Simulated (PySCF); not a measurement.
PySCF input (M06-L/def2-TZVPD):

```python
from pyscf import gto, scf, dft

mol = gto.M(
    atom='''
    B    -0.79352937    0.07341225   -0.00687668
    N     0.75829670   -0.18305443    0.03438040
    H    -1.31063212   -0.66990919   -0.85355781
    H    -1.11257612    1.25287133   -0.29288637
    H    -1.28302308   -0.18833522    1.10157951
    H     1.19392406    0.45212424    0.69991940
    H     1.17187716    0.06756860   -0.86133418
    ''',
    basis='def2-tzvpd',
    charge=-1,
    spin=0,
    verbose=4,
)

mf = dft.RKS(mol, xc='m06l').density_fit(auxbasis='def2-universal-jkfit')
mf.grids.level = 4
mf.conv_tol = 1e-9
mf.max_cycle = 100
mf.max_memory = 1500
mf.kernel()
if not mf.converged:
    mf = mf.newton()
    mf.kernel(mf.make_rdm1())
mf.analyze()
```

End of the output:

```
Extra cycle  E= -82.6500768864217  delta_E= -5.97e-12  |g|= 1.83e-06  |ddm|= 3.67e-05
converged SCF energy = -82.6500768864217
**** SCF Summaries ****
Total Energy =                         -82.650076886421715
Nuclear Repulsion Energy =              34.931254461098511
One-electron Energy =                 -183.769064538057364
Two-electron Energy =                   66.187733190537145
Two-electron Coulomb Energy =           79.234403208754145
DFT Exchange-Correlation Energy =      -13.046670018217004
HOMO-LUMO gap [eV] =                     3.246055861383368
**** MO energy ****
MO #1   energy= -13.9155732687187  occ= 2
MO #2   energy= -6.35586760753824  occ= 2
MO #3   energy= -0.573163072657003 occ= 2
MO #4   energy= -0.225472734990042 occ= 2
MO #5   energy= -0.204141579814646 occ= 2
MO #6   energy= -0.101295209875293 occ= 2
MO #7   energy= -0.0526001698173904 occ= 2
MO #8   energy= -0.0296566487432397 occ= 2
MO #9   energy= 0.0246758520325709 occ= 2
MO #10  energy= 0.143966205673417  occ= 0
MO #11  energy= 0.196123188603025  occ= 0
MO #12  energy= 0.223524035360715  occ= 0
MO #13  energy= 0.257766466991942  occ= 0
MO #14  energy= 0.259721929029371  occ= 0
MO #15  energy= 0.259751918128031  occ= 0
MO #16  energy= 0.270011534736139  occ= 0
MO #17  energy= 0.273503584576571  occ= 0
MO #18  energy= 0.290446159644754  occ= 0
MO #19  energy= 0.323395923577559  occ= 0
MO #20  energy= 0.340467997139275  occ= 0
MO #21  energy= 0.345014776653389  occ= 0
MO #22  energy= 0.363795741273817  occ= 0
MO #23  energy= 0.384700470091707  occ= 0
MO #24  energy= 0.393043611892321  occ= 0
MO #25  energy= 0.393567324465095  occ= 0
MO #26  energy= 0.414874166527813  occ= 0
MO #27  energy= 0.418020449523713  occ= 0
MO #28  energy= 0.43486045682319   occ= 0
MO #29  energy= 0.44906500385873   occ= 0
MO #30  energy= 0.460789841114379  occ= 0
MO #31  energy= 0.475535893087915  occ= 0
MO #32  energy= 0.490844458776989  occ= 0
MO #33  energy= 0.491273060765346  occ= 0
MO #34  energy= 0.503443990060738  occ= 0
MO #35  energy= 0.521326832842689  occ= 0
MO #36  energy= 0.544323864423747  occ= 0
MO #37  energy= 0.549014833958045  occ= 0
MO #38  energy= 0.577707424363233  occ= 0
MO #39  energy= 0.580350449638686  occ= 0
MO #40  energy= 0.598677424973638  occ= 0
MO #41  energy= 0.601686253007266  occ= 0
MO #42  energy= 0.603481928664089  occ= 0
MO #43  energy= 0.649284918209331  occ= 0
MO #44  energy= 0.66713821352128   occ= 0
MO #45  energy= 0.68150876945606   occ= 0
MO #46  energy= 0.694058427086135  occ= 0
MO #47  energy= 0.742531395640425  occ= 0
MO #48  energy= 0.796044218533745  occ= 0
MO #49  energy= 0.804829238125034  occ= 0
MO #50  energy= 0.840955362691012  occ= 0
MO #51  energy= 0.867711582574422  occ= 0
MO #52  energy= 0.927151642049543  occ= 0
MO #53  energy= 0.932261034863523  occ= 0
MO #54  energy= 1.00356640032635   occ= 0
MO #55  energy= 1.01372797749828   occ= 0
MO #56  energy= 1.04319445308595   occ= 0
MO #57  energy= 1.05433442177616   occ= 0
MO #58  energy= 1.08117375461039   occ= 0
MO #59  energy= 1.10051078799873   occ= 0
MO #60  energy= 1.12352990199001   occ= 0
MO #61  energy= 1.35468417698159   occ= 0
MO #62  energy= 1.476043244586     occ= 0
MO #63  energy= 1.47863421654974   occ= 0
MO #64  energy= 1.53045877103048   occ= 0
MO #65  energy= 1.55555154583599   occ= 0
MO #66  energy= 1.5957172057239    occ= 0
MO #67  energy= 1.6417851856866    occ= 0
MO #68  energy= 1.69572654367913   occ= 0
MO #69  energy= 1.72973660208806   occ= 0
MO #70  energy= 1.81382138788437   occ= 0
MO #71  energy= 1.98882908775631   occ= 0
MO #72  energy= 2.03231276120899   occ= 0
MO #73  energy= 2.06549853105417   occ= 0
MO #74  energy= 2.08038789196647   occ= 0
MO #75  energy= 2.11347968570818   occ= 0
MO #76  energy= 2.11895996493659   occ= 0
MO #77  energy= 2.24456687082259   occ= 0
MO #78  energy= 2.26687535638566   occ= 0
MO #79  energy= 2.30425435734537   occ= 0
MO #80  energy= 2.33150057065009   occ= 0
MO #81  energy= 2.34223505421316   occ= 0
MO #82  energy= 2.4136643057942    occ= 0
MO #83  energy= 2.42428698013002   occ= 0
MO #84  energy= 2.4445630918091    occ= 0
MO #85  energy= 2.49823588022344   occ= 0
MO #86  energy= 2.59782388012814   occ= 0
MO #87  energy= 2.65790681086908   occ= 0
MO #88  energy= 2.71644817037483   occ= 0
MO #89  energy= 2.80441564083529   occ= 0
MO #90  energy= 2.83898810770576   occ= 0
MO #91  energy= 2.85657863432087   occ= 0
MO #92  energy= 2.90041683042986   occ= 0
MO #93  energy= 2.90643376790203   occ= 0
MO #94  energy= 2.95734179389911   occ= 0
MO #95  energy= 3.08303483711721   occ= 0
MO #96  energy= 3.112198298414     occ= 0
MO #97  energy= 3.25760357639972   occ= 0
MO #98  energy= 3.34990200582416   occ= 0
MO #99  energy= 3.46775202543542   occ= 0
MO #100 energy= 3.47070191148797   occ= 0
MO #101 energy= 3.57199201459408   occ= 0
MO #102 energy= 3.57488294524694   occ= 0
MO #103 energy= 3.68279902692309   occ= 0
MO #104 energy= 3.81494983476038   occ= 0
MO #105 energy= 3.92820775278686   occ= 0
MO #106 energy= 4.5832904082225    occ= 0
MO #107 energy= 4.68215734023174   occ= 0
[...]
```

It need not be the lowest isomer of its formula. Whether it binds its extra electron was not tested at this geometry.
